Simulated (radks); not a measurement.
Results of a calculation; reference values are marked as such.
Question: The mean radii <r> (bohr) of the occupied orbitals of an atom or ion are listed with their occupations. Level of theory: scalar-relativistic Kohn-Sham, PBEsol, spin-polarised, spherical densities, finite nucleus; Fermi nuclear charge, rms radius of each element as measured or else 0.836 A^(1/3) + 0.57 fm (a radial shooting solver on a logarithmic mesh with Libxc functionals).

orbital  occ.      <r>
1s up       1  0.03609
1s down     1  0.03609
2s up       1   0.1552
2s down     1   0.1551
2p up       3   0.1348
2p down     3   0.1347
3s up       1   0.3766

Name the element and its charge. Open shells, if any, are filled with parallel spins first.

Answer: Z = 41, niobium, charge +30: Nb30+ in [Ne] 3s1. The 1s radius gives Z: for a bare nucleus <r> = (2 gamma + 1)/(2Z) with gamma = sqrt(1 - (Z/c)^2), 0.03547 bohr for Z = 41, and screening makes it slightly larger (0.03609 here). The occupations add up to 11, and the charge is Z minus that.
